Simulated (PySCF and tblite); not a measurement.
Results of a calculation; reference values are marked as such.
System: C5H13Si (charge +1), numbered as in [CH3:1][C+:2]([CH3:3])[C@@H:4]([CH3:5])[SiH3:6].

Motion: shift of H on C1 from C1 to C2. GFN2-xTB gives an electronic barrier of 53.0 kcal/mol and a reaction energy of 20.0 kcal/mol.

The ion is treated without a counter-ion.

(1) What does PBE0/pcSseg-1 + D3(BJ), IEF-PCM cyclohexane give on PBE0-D3(BJ)/def2-SVP geometries?

(2) And the level of the geometries itself, PBE0-D3(BJ)/def2-SVP?

Programs: tblite and PySCF.

Results:

(1) A barrier of 48.7 kcal/mol, 4.3 below the tight-binding barrier (from unrounded values), a reaction energy of 22.1 kcal/mol and, with GFN2-xTB thermal terms, ΔG‡(298 K) = 47.8 kcal/mol and k = 5.8×10⁻²³ s⁻¹ (1 equivalent path).

(2) 52.2 kcal/mol.
